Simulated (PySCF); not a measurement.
A structure optimised at PBE-D3(BJ)/def2-SVP, used in a PySCF frequency run:

```xyz
5

Cr     0.0000     0.0000     0.3569
O      0.0000     1.2662     1.2624
O      0.0000    -1.2662     1.2624
Cl    -1.7573     0.0000    -0.8460
Cl     1.7573     0.0000    -0.8460
```
Charge 0, spin multiplicity 1.

Question: Write its SMILES, formula and point group.

Answer: [O]=[Cr](=[O])([Cl])[Cl], Cl2CrO2, C2v

Question: What are its rotational constants (standard atomic weights)?

Answer: 3.1655, 1.8700, 1.5441 GHz
